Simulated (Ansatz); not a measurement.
Coupled-cluster diagnostics for As2P, Ansatz.

Geometry of the doublet (PBE0-D4/def2-TZVP):

Cartesian coordinates in Å:
```
P 0.001 0.000 -0.002
As -1.865 0.102 -0.867
As 1.864 -0.102 0.868
```

Correlated methods freeze 23 core orbitals; core or outer-core shells of As are correlated, in sets that lack core-valence functions. Another isomer (doublet) lies 1.27 eV lower at PBE0-D4/def2-TZVP; other spin states weren't run for this one.

**Question.** Estimate the CCSD(T) correlation energy, the shares of MP2 and (T), T1 and the reference's ⟨S²⟩ for: charge 0, doublet, own geometry in def2-TZVPP; and the rough time on 4 threads of Arm Neoverse V2 on a shared host.

**Answer.** 
```csv
state,basis,correlation (eV),MP2 share (%),(T) share (%),T1,⟨S²⟩ (pure),wall time,remarks
"charge 0, doublet, own geometry",def2-TZVPP,-18.260,90.2,5.8,0.048,1.46 (0.75),62 s,"large T1, spin-contaminated"
```
Customary marks for T1 are 0.02 (closed shells), 0.045 (open shells) and about 0.05 (3d metals). T1 exceeds 0.02 in 1 of 1 rows and 0.045 in 1; the higher it lies, the less the single-reference result can be trusted.
